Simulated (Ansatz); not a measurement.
One change: `[NH2][Ge][O][SiH3]` becomes `[SiH3][O][Ge][O][SiH3]`.

Ansatz, PBE0-D4/def2-TZVP geometries, multiplicity 1. Each molecule was computed in one conformer, which needn't be the lowest.

Scalar relativity is left out up to krypton.

```csv
property,`[NH2][Ge][O][SiH3]`
HOMO–LUMO gap (PBE/def2-TZVPP) / eV,4.03
size of the dipole moment (PBE/def2-TZVPP) / D,1.92
HOMO–LUMO gap (PBE0/def2-TZVPP) / eV,5.95
size of the dipole moment (ωB97M-V/def2-TZVPP) / D,1.87
LUMO energy (PBE/def2-TZVPP) / eV,-2.11
LUMO energy (ωB97M-V/def2-TZVPP) / eV,0.60
```

Q: What does the change do to each property? (Estimate.)

A: Computed: 
```json
{"property": "HOMO–LUMO gap (PBE/def2-TZVPP) / eV", "`[SiH3][O][Ge][O][SiH3]`": "3.95", "shift": "-0.08"}
{"property": "size of the dipole moment (PBE/def2-TZVPP) / D", "`[SiH3][O][Ge][O][SiH3]`": "1.10", "shift": "-0.82"}
{"property": "HOMO–LUMO gap (PBE0/def2-TZVPP) / eV", "`[SiH3][O][Ge][O][SiH3]`": "5.92", "shift": "-0.03"}
{"property": "size of the dipole moment (ωB97M-V/def2-TZVPP) / D", "`[SiH3][O][Ge][O][SiH3]`": "1.27", "shift": "-0.60"}
{"property": "LUMO energy (PBE/def2-TZVPP) / eV", "`[SiH3][O][Ge][O][SiH3]`": "-2.84", "shift": "-0.73"}
{"property": "LUMO energy (ωB97M-V/def2-TZVPP) / eV", "`[SiH3][O][Ge][O][SiH3]`": "-0.10", "shift": "-0.70"}
```

The zero-point energy changes by 10.1 kJ/mol with +6 modes. Dipoles are sizes alone; their direction can turn.
